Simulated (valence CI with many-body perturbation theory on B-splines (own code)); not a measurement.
Values are calculated unless marked as measured or tabulated.
## From CI to CI+MBPT in Sn10+

Level of theory: valence CI with perturbative core correlation (CI+MBPT): four valence electrons over a frozen Dirac-Fock core [Kr], radial functions for each j: 9 s, 9 p, 10 d, 8 f, 5 g, 3 h, 1 i, with the one-electron correlation potential Σ1 (screened to all orders), the two-electron term Σ2, the three-electron term Σ3, Breit, model QED; selected single and double excitations, second order for the rest, scaled by the run's own slope (own B-spline code, finite nucleus).

No measured spectrum was set against this ion. As an estimate, terms of the open shell hold to 2 to 4 % of their energy, and close levels can change places. Core correlation moves these levels by up to 5800 cm⁻¹, and in measured spectra 5 to 20 % of such shifts remained as error; rates that hang on mixing are uncertain with them. The list stops below the first excitations out of the core. Only levels of the ground parity were solved; by the run's estimate the other parity begins above the list, which can be wrong where configurations are misplaced.

Each rung adds one term. CI alone is the Dirac-Coulomb CI over the frozen core; QED comes last and gives the full result, which names the levels. Energies are above 4d⁴ ⁵D_0 on the same rung, in cm⁻¹.

Names give the largest LS component (configuration and term), which can be under half, so a name can repeat, a term be missing and a line seem to break the LS rules; names also repeat where a configuration has a term twice. Letters in brackets count levels of one name in rising energy.

| Level | CI alone | Σ1 | Σ2 | Σ3 | Breit | QED | Full |
| --- | --- | --- | --- | --- | --- | --- | --- |
| 4d⁴ ⁵D_1 | 2957 | +147 | +6.9 | +89 | -191 | +18 | 3025 |
| 4d⁴ ⁵D_2 | 6460 | +269 | +42 | +112 | -359 | +32 | 6557 |
| 4d⁴ ⁵D_3 | 9923 | +356 | +75 | +95 | -487 | +41 | 10003 |
| 4d⁴ ⁵D_4 | 13184 | +408 | +109 | +50 | -583 | +46 | 13214 |
| 4d⁴ ³P_0 [a] | 26462 | +207 | +1088 | -687 | -160 | +17 | 26928 |
| 4d⁴ ³H_4 | 31592 | +289 | -2554 | -687 | -284 | +20 | 28375 |
| 4d⁴ ³H_5 | 37229 | +476 | -2935 | -577 | -533 | +40 | 33698 |
| 4d⁴ ³G_3 | 36663 | +361 | -1647 | -937 | -326 | +28 | 34141 |
| 4d⁴ ³P_1 [a] | 34899 | +410 | +967 | -521 | -406 | +39 | 35388 |
| 4d⁴ ³F_2 [a] | 37426 | +365 | -547 | -764 | -344 | +31 | 36167 |
| 4d⁴ ³H_6 | 40377 | +545 | -3185 | -541 | -664 | +46 | 36577 |
| 4d⁴ ³G_4 [a] | 41868 | +587 | -1603 | -729 | -626 | +54 | 39551 |
| 4d⁴ ³G_4 [b] | 46027 | +537 | -1844 | -1156 | -602 | +49 | 43011 |
| 4d⁴ ³P_2 [a] | 43942 | +549 | +64 | -874 | -532 | +47 | 43196 |
| 4d⁴ ³F_3 [a] | 46765 | +629 | -1420 | -862 | -658 | +60 | 44513 |
| 4d⁴ ³G_5 | 51070 | +747 | -2324 | -937 | -876 | +72 | 47753 |
| 4d⁴ ³D_3 | 51422 | +490 | -1852 | -1537 | -497 | +44 | 48070 |
| 4d⁴ ³D_2 | 52891 | +569 | -231 | -1014 | -672 | +62 | 51604 |
| 4d⁴ ¹I_6 | 56701 | +750 | -4110 | -827 | -856 | +66 | 51725 |

The middle columns are the shifts that each term adds.

How does the ionisation energy move along the ladder, and which term matters most?

CI alone 204.85, + Σ1 206.77, + Σ2 208.37, + Σ3 208.40, + Breit 208.37, + QED 208.39 eV. The largest step is Σ1, 1.92 eV. NIST lists 208 ± 2.4 eV (theoretical).
